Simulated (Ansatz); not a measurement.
`[NH][SiH](N)O` radical. Total charge 0; spin multiplicity 2.

| atom | x (Å) | y (Å) | z (Å) |
| --- | --- | --- | --- |
| N1 | -0.7465 | -0.7858 | 1.2368 |
| Si2 | 0.2172 | 0.2807 | 0.2486 |
| N3 | -0.6486 | 0.3270 | -1.2120 |
| O4 | 1.7281 | -0.3672 | 0.2422 |
| H5 | -1.0469 | -0.4318 | 2.1442 |
| H6 | 0.4475 | 1.6761 | 0.6876 |
| H7 | -0.5658 | 1.0698 | -1.8837 |
| H8 | -1.1790 | -0.4571 | -1.5514 |
| H9 | 1.7941 | -1.3117 | 0.0877 |

Problem. What are the harmonic wavenumbers in cm⁻¹ at PBE0-D4/def2-TZVP (Ansatz, finite differences of forces, unscaled)? (Best estimate.)

Solution. Computed: 139, 195, 250, 259, 338, 356, 366, 660, 764, 770, 798, 879, 907, 912, 950, 1570, 2250, 3525, 3626, 3728, 3909.

Problem. Is this a minimum?

Solution. Yes, all 21 modes are real.

Problem. Give the ideal-gas thermochemistry at 298.15 K and 1 bar (rigid rotor, harmonic oscillator; point group C1, symmetry number 1).

Solution. Zero-point energy 162.4 kJ/mol; H(298) − E = 182.5 kJ/mol; entropy 329.8 J/(mol·K), of which translation 163.1, rotation 104.8, vibration 56.2, electronic 5.8; G(298) − E = 84.1 kJ/mol.

Problem. And at 400, 500, 600, 800 and 1000 K?

Solution. 
| T (K) | H − E (kJ/mol) | S (J/mol/K) | G − E (kJ/mol) |
| --- | --- | --- | --- |
| 400 | 194.0 | 363.0 | 48.8 |
| 500 | 206.7 | 391.4 | 11.0 |
| 600 | 220.5 | 416.5 | -29.4 |
| 800 | 250.2 | 459.1 | -117.1 |
| 1000 | 282.1 | 494.6 | -212.5 |

Problem. Rotational constants (cm⁻¹)?

Solution. 0.2417, 0.2022, 0.1299.
